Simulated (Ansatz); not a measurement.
Geometry optimisation, RKS PBE0-D4/def2-SVP (Ansatz 0.2.0).

Input file:

```yaml
crystal:
  periodic: [false, false, false]
  atoms:
    - { symbol: Ti, position_ang: [0.0, 0.0, 0.0] }
    - { symbol: F, position_ang: [0.0, 0.0, 1.83] }
    - { symbol: F, position_ang: [1.7257, 0.0, -0.6094] }
    - { symbol: F, position_ang: [-0.8619, 1.4933, -0.6094] }
    - { symbol: F, position_ang: [-0.8619, -1.4933, -0.6094] }
basis:
  gaussian: { orbitals: def2-SVP }
hamiltonian:
  xc: pbe0
  dispersion: d4
relax:
  f_tol: 0.02
  max_steps: 40
output:
  orbitals: {}
```

Launched with:

```bash
$ ansatz run input.yaml --threads 1 --pin off --max-ram 2048MiB --backend cpu --events-out ev --progress --plain --runs-dir out
```

Question: Where does it end, and by what steps?

Answer: The forces met the threshold. After 3 steps the energy has fallen by 0.705 eV; F3 moved furthest, 0.10 Å.

| step | energy less start (eV) | largest force component (eV/Å) | accepted |
| --- | --- | --- | --- |
| 0 | 0.0000 | 3.092 | yes |
| 1 | -0.6555 | 0.953 | yes |
| 2 | -0.7038 | 0.183 | yes |
| 3 | -0.7055 | 0.004 | yes |

```xyz
5
Properties=species:S:1:pos:R:3
Ti 0.000 0.000 0.000
F 0.000 0.000 1.726
F 1.627 0.000 -0.575
F -0.813 1.409 -0.575
F -0.813 -1.409 -0.575
```

Whether the end is a true minimum wasn't checked by a vibrational analysis.

Run time: 26 s on 1 thread of Intel(R) Xeon(R) Platinum 8375C CPU @ 2.90GHz (Ice Lake), on a shared host, peak memory 0.2 GiB.
